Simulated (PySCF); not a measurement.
C₆ coefficients of unlike pairs at PBE0

Calculated with PySCF 2.14 from the dipole response of each species, C₆(A,B) = (3/π) ∫ α_A(iu) α_B(iu) du, in atomic units, from isotropic polarisabilities. For ions this is the dispersion term alone; charge-induced terms of lower order in 1/R come first.

```tsv
species	configuration	basis	relativity	α (bohr³)	C₆ (like pair)
Al³⁺	[Ne] (1S)	aug-cc-pwCVDZ (6s5p3d)	none	0.2392	0.2139
Si⁺	[Ne] 3s2 3p1 (2P)	aug-cc-pV(Q+d)Z with one added diffuse shell each of s, p, d, f, g type (8s7p6d4f3g)	none	19.07	100.9
Bi²⁺	[Xe] 4f14 5d10 6s2 6p1 (2P)	aug-cc-pwCVTZ-PP with ECP60MDF (8s7p6d4f1g)	core potential	16.12	119.8
Au³⁺	[Xe] 4f14 5d8 (3F)	def2-QZVPPD with the def2 core potential (60 electrons) (7s5p4d4f2g)	core potential	5.884	33.83
```

**Question.** Estimate C₆ for Bi²⁺ with Al³⁺.

**Answer.** The integral gives 3.657. The combination rule 2 C_A C_B / (C_A α_B/α_A + C_B α_A/α_B) gives 3.165 and the geometric mean 5.062.

No spin-orbit coupling is included.

The other pairs:

| pair | C₆ |
| --- | --- |
| Au³⁺, Si⁺ | 48.64 |
| Bi²⁺, Si⁺ | 105.0 |
| Au³⁺, Al³⁺ | 2.277 |
| Si⁺, Al³⁺ | 2.480 |
| Au³⁺, Bi²⁺ | 61.02 |
